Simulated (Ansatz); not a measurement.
```xyz
4

B     0.0000    0.0000    0.0000
F     1.2055    0.0000    0.0000
F    -0.6028    1.0440    0.0000
F    -0.6028   -1.0440    0.0000
```

Basis set: cc-pVDZ (spherical functions). Frozen core: 4 orbitals. Charge 0, multiplicity 1.

Computed with Ansatz (development build ahead of 0.2.0); each method stands on the lowest determinant of its kind that the runs found. Restricted open shells among the atoms or ions are ROHF, correlated in semicanonical orbitals with singles.

(1) Give the atomization energy at this shape (free ground-state atoms in the same class of orbitals less the molecule, no zero-point energy) of singlet BF3 by RHF-MP2, RHF.

Answers

(1)

```csv
method,atomization energy
RHF-MP2,1755.7 kJ/mol
RHF,1358.8 kJ/mol
```

Caution: no unrestricted run beside it, a lower state can exist; the shape is not the minimum.
